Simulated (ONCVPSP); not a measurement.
## Configuration tests for F (ONCV)

- Element: fluorine
- Generator: ONCVPSP 4.0.1
- Type: optimised norm-conserving Vanderbilt (ONCV)
- Functional: PBE
- Relativity: scalar-relativistic
- Frozen core: [He]
- Valence charge: 7
- Reference configuration: 2s2 2p5
- Partial waves: 2s: rc 0.75 bohr, ncon 4, nbas 8, qcut 10.5 1/bohr, local; 2p: rc 1.70 bohr, ncon 4, nbas 9, qcut 7.9 1/bohr, 2 projectors, debl 3.5 Ha; d scattering state at 0.04 Ha: rc 1.45 bohr, ncon 5, nbas 9, qcut 6.4 1/bohr, 2 projectors, debl 2 Ha
- Local potential: the s channel
- Core correction: Teter function fitted to the true core (icmod 2), fcfact 0.7

Energies are relative to the spin-unpolarised reference configuration 2s2 2p5; without spin polarisation the order of configurations can differ from experiment.

```
valence configuration  charge  ΔE all-electron (eV)  error AE − PS (meV)
              2s2 2p4      +1                19.390                  +94
              2s2 2p3      +2                57.775                 +678
              2s1 2p5      +1                38.492                 -122
```

Q: What are ΔE and the potential's error for 2s2 2p2?

A: ΔE = 118.412 eV all-electron; the error (AE − PS) is +2376 meV.

Levels in the configuration 2s1 2p5:

| level | all-electron (eV) | pseudo (eV) |
| --- | --- | --- |
| 2s | -47.558 | -47.828 |
| 2p | -28.432 | -28.493 |
